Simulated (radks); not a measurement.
Task: Rb II, 36 electrons, occupied as [Kr]. All-electron calculation, Dirac Kohn-Sham, PBE, spin-unpolarised, spherical densities, point nucleus. Program: a radial shooting solver on a logarithmic mesh with Libxc functionals. Some entries of the table are withheld. Estimate them.

| orbital | occ. | eigenvalue (eV) | <r> (bohr) | <r^2> (bohr^2) |
|---|---|---|---|---|
| 1s1/2 | 2 | -15033.81 | 0.04029 | (1) |
| 2s1/2 | 2 | -2012.937 | 0.1776 | 0.03723 |
| 2p1/2 | 2 | -1826.199 | 0.1523 | 0.02846 |
| 2p3/2 | 4 | -1765.415 | 0.1563 | 0.02988 |
| 3s1/2 | 2 | -303.6392 | 0.5104 | 0.2994 |
| 3p1/2 | 2 | (2) | 0.5116 | 0.3061 |
| 3p3/2 | 4 | (3) | 0.5221 | 0.3186 |
| 3d3/2 | 4 | -110.6129 | 0.5231 | (4) |
| 3d5/2 | 6 | -109.0629 | 0.5269 | (5) |
| 4s1/2 | 2 | -37.6178 | 1.454 | (6) |
| 4p1/2 | 2 | -22.2474 | 1.690 | 3.307 |
| 4p3/2 | 4 | -21.3604 | 1.727 | 3.454 |

Result: 
(1) 1s1/2 <r^2> (bohr^2): 0.002187
(2) 3p1/2 eigenvalue (eV): -236.7453
(3) 3p3/2 eigenvalue (eV): -227.6148
(4) 3d3/2 <r^2> (bohr^2): 0.3354
(5) 3d5/2 <r^2> (bohr^2): 0.3402
(6) 4s1/2 <r^2> (bohr^2): 2.409
